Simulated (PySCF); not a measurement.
## `FC1=[CH][GeH2][CH]=C1C(F)(F)F` in a uniform electric field

Species: C5H4F4Ge.
Cartesian coordinates in Å at the PBE0-D3(BJ)/def2-SVP level; atoms count from 1:
```xyz
14
C5H4F4Ge angstrom
F      0.7817    2.1789   -0.5086
C     -0.0436    1.1612   -0.2980
C     -1.3790    1.2407   -0.3897
Ge    -2.0606   -0.5234    0.0171
C     -0.2362   -1.1713    0.2763
C      0.5898   -0.1338    0.0600
C      2.0889   -0.2187    0.1642
F      2.6726    0.0748   -0.9999
F      2.5566    0.6352    1.0763
F      2.4829   -1.4427    0.5165
H     -1.8901    2.1670   -0.6505
H     -2.9097   -0.6003    1.2945
H     -2.7847   -1.2116   -1.1491
H      0.1368   -2.1609    0.5438
```

Level: PBE0/def2-SVPD (PySCF); nuclei fixed, core orbitals frozen in the response. Permanent dipole (-3.162, -1.117, 0.108) D (1 au = 2.5417 D). Static polarisability (au):

```
x   108.69   6.24   0.74
y     6.24  86.75  -5.02
z     0.74  -5.02  66.76
```

Only the terms in μ and α are kept: μ(F) = μ + αF and ΔE = −μ·F − ½ F·αF.

(1) Apply 0.008 au along ±x, ±y and ±z in turn. Tabulate induced and total dipoles and both energy terms.

(2) For the field (-0.0016, 0.0000, 0.0056) au, what is the induced dipole, and what angle does it make with the field?

(3) At what field along the permanent dipole would the induced dipole along it equal the permanent one, in this linear picture?

(4) What field makes μF equal to kT at 298 K?

(5) A unit point charge sits 10 Å away. Estimate the induction energy −αe²/2R⁴ with the mean polarisability, treating the molecule as a point.

## Answers

(1) 
```json
{"field along": "+x", "induced x (D)": "2.210", "induced y (D)": "0.127", "induced z (D)": "0.015", "total size (D)": "1.379", "−μ·F (kJ/mol)": "+26.130", "−½F·αF (kJ/mol)": "-9.132"}
{"field along": "−x", "induced x (D)": "-2.210", "induced y (D)": "-0.127", "induced z (D)": "-0.015", "total size (D)": "5.515", "−μ·F (kJ/mol)": "-26.130", "−½F·αF (kJ/mol)": "-9.132"}
{"field along": "+y", "induced x (D)": "0.127", "induced y (D)": "1.764", "induced z (D)": "-0.102", "total size (D)": "3.103", "−μ·F (kJ/mol)": "+9.230", "−½F·αF (kJ/mol)": "-7.288"}
{"field along": "−y", "induced x (D)": "-0.127", "induced y (D)": "-1.764", "induced z (D)": "0.102", "total size (D)": "4.377", "−μ·F (kJ/mol)": "-9.230", "−½F·αF (kJ/mol)": "-7.288"}
{"field along": "+z", "induced x (D)": "0.015", "induced y (D)": "-0.102", "induced z (D)": "1.357", "total size (D)": "3.679", "−μ·F (kJ/mol)": "-0.892", "−½F·αF (kJ/mol)": "-5.609"}
{"field along": "−z", "induced x (D)": "-0.015", "induced y (D)": "0.102", "induced z (D)": "-1.357", "total size (D)": "3.562", "−μ·F (kJ/mol)": "+0.892", "−½F·αF (kJ/mol)": "-5.609"}
```

(2) αF = (-0.431, -0.097, 0.947) D, at 10.1° to the field. The polarisability along this direction, F·αF/F², is 69.53 au, against a mean of 87.40 au.

(3) The polarisability along the dipole is 110.19 au, so F = 1.3201 au / 110.19 au = 0.0120 au = 0.62 V/Å; higher-order terms are ignored.

(4) kT = 0.9437 × 10⁻³ Eh, so F = 0.000715 au = 3.68 MV/cm.

(5) R = 18.90 bohr, so the energy is −87.4/(2 × 18.90⁴) Eh = -0.9 kJ/mol. The charge–dipole term at its most favourable orientation, −μe/R², is -9.71 kJ/mol.

Isolated species at its PBE0-D3(BJ)/def2-SVP geometry, gas phase. The calculation is non-relativistic, for germanium too.
